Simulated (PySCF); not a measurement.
Species: CH2NO, net charge 1, singlet state. It need not be the lowest isomer of its formula. 
Geometry from a B3LYP-D3(BJ)/def2-TZVP (Ansatz) optimisation:
```xyz
5

N     -1.0662     0.2609     0.2152
C      0.1427    -0.0349    -0.0288
O      1.2156    -0.2974    -0.2454
H     -1.6361    -0.3425     0.8095
H     -1.4816     1.1053    -0.1801
```
Charge +1, spin multiplicity 1.

Dispersion corrections to the total energy (kcal/mol) from the dftd3 and dftd4 libraries through PySCF: D3(BJ) without and D4 with the three-body term, each with the damping fitted for the functional named.

```csv
functional,D3(BJ),D4
revPBE,-3.42,-3.35
PBE,-1.25,[?]
TPSS,-1.52,-1.17
PW6B95,-0.52,-0.78
LC-wPBE,-1.06,-0.94
PBE0,-1.02,[?]
r2SCAN,[?],-0.20
```

Task: Complete the blanks.

Result: 
- PBE, D4: -0.86
- PBE0, D4: -0.70
- r2SCAN, D3(BJ): -0.31
